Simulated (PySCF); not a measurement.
The second ionisation energy along group 13

All values are computed (PySCF 2.14, energy differences of UHF-based or UKS calculations, no spin-orbit coupling). Values in eV. The last column holds reference values (NIST; (s) semi-empirical, (t) theoretical, else measured). Unmarked ones compare directly (S terms, centres of terms, or small fine structure); those marked * lie between the lowest fine-structure levels and include a spin-orbit shift.

```json
{"element": "B (cc-pVDZ, non-relativistic)", "configurations": "[He] 2s2 → [He] 2s1", "UHF": "23.488", "SCS-MP2 (valence)": "24.549", "CCSD (valence)": "25.081", "CCSD(T) (valence)": "25.081", "FCI (valence)": "25.081", "TPSS": "24.699", "reference": "25.155"}
{"element": "Al (cc-pV(D+d)Z, non-relativistic)", "configurations": "[Ne] 3s2 → [Ne] 3s1", "UHF": "17.544", "SCS-MP2 (valence)": "18.371", "CCSD (valence)": "18.596", "CCSD(T) (valence)": "18.596", "FCI (valence)": "18.596", "TPSS": "18.655", "reference": "18.829"}
{"element": "Ga (cc-pVDZ-PP with ECP10MDF, ECP)", "configurations": "[Ar] 3d10 4s2 → [Ar] 3d10 4s1", "UHF": "18.762", "SCS-MP2 (valence)": "19.516", "CCSD (valence)": "19.721", "CCSD(T) (valence)": "19.721", "FCI (valence)": "19.721", "TPSS": "20.388", "reference": "20.515"}
{"element": "In (cc-pVDZ-PP with ECP28MDF, ECP)", "configurations": "[Kr] 4d10 5s2 → [Kr] 4d10 5s1", "UHF": "17.011", "SCS-MP2 (valence)": "17.688", "CCSD (valence)": "17.869", "CCSD(T) (valence)": "17.869", "FCI (valence)": "17.869", "TPSS": "18.764", "reference": "18.870"}
```

| method | elements | mean error (eV) | mean absolute error (eV) | largest error (eV) |
| --- | --- | --- | --- | --- |
| UHF | 4 | -1.641 | 1.641 | -1.859 |
| SCS-MP2 (valence) | 4 | -0.811 | 0.811 | -1.183 |
| CCSD (valence) | 4 | -0.526 | 0.526 | -1.002 |
| CCSD(T) (valence) | 4 | -0.526 | 0.526 | -1.002 |
| FCI (valence) | 4 | -0.526 | 0.526 | -1.002 |
| TPSS | 4 | -0.216 | 0.216 | -0.456 |

Errors include the incompleteness of the basis and the frozen core.

"Valence" correlates the outer s and p shells and, in groups 3 to 12 and the f block, the outer d or f shell, open or full, or the next shell where the ion has no valence electron left; the wider scheme adds the next inner shell.
